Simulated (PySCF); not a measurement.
Predicted microwave data (CAM-B3LYP/def2-SVPD in PySCF (dipole) on a GFN2-xTB geometry, gas phase) for one isomer of C8H8:

```
Rotational constants : A = 4209, B = 1544, C = 1317 MHz
Dipole components    : |μa| = 0.98 D, |μb| = 0.25 D, |μc| = 0.27 D
Inertial defect      : -63.62 u·Å²
κ                    : -0.84
```

**Question.** Which candidate fits, each taken in the one conformer that was computed?
A. `[CH:1]#[C:2][C:3]#[C:4][C:5](=[CH2:6])[CH2:7][CH3:8]` with C4–C5–C7–C8 -72°
B. 1-cyclopropylpenta-1,3-diyne (`CC#CC#CC1CC1`)
C. `C1=CC2C=CC1C=C2` (bicyclo[2.2.2]octa-2,5,7-triene)
D. `[CH:1]#[C:2][C:3](=[CH2:4])[C@@H:5]1[C@@H:6]2[CH2:7][C@H:8]12` with C2–C3–C5–C6 153°

**Answer.** D. It is C#CC(=C)[C@@H]1[C@@H]2C[C@@H]21, an asymmetric top, point group C1. The candidates at the same level (rigid rotor, commonest isotopes):

| SMILES | A (MHz) | B (MHz) | C (MHz) | μa (D) | μb (D) | μc (D) | Δ (u·Å²) | point group | rotor |
| --- | --- | --- | --- | --- | --- | --- | --- | --- | --- |
| C#CC(=C)[C@@H]1[C@@H]2C[C@@H]21 | 4209 | 1544 | 1317 | 0.98 | 0.25 | 0.27 | -63.62 | C1 | asymmetric top |
| C#CC#CC(=C)CC | 4239 | 966.8 | 822.8 | 0.89 | 0.15 | 0.03 | -27.74 | C1 | near-prolate asymmetric top |
| CC#CC#CC1CC1 | 12567 | 628.2 | 626.1 | 0.17 | 0.05 | 0.22 | -37.60 | near Cs | – |
| C1=CC2C=CC1C=C2 | 2976 | 2869 | 2868 | 0.00 | 0.00 | 0.00 | -169.80 | D3h | prolate symmetric top |

`C1=CC2C=CC1C=C2` has C 118 % too high; `CC#CC#CC1CC1` has A 199 % too high; `C#CC#CC(=C)CC` has C 38 % too low. No structure here is proved a minimum.
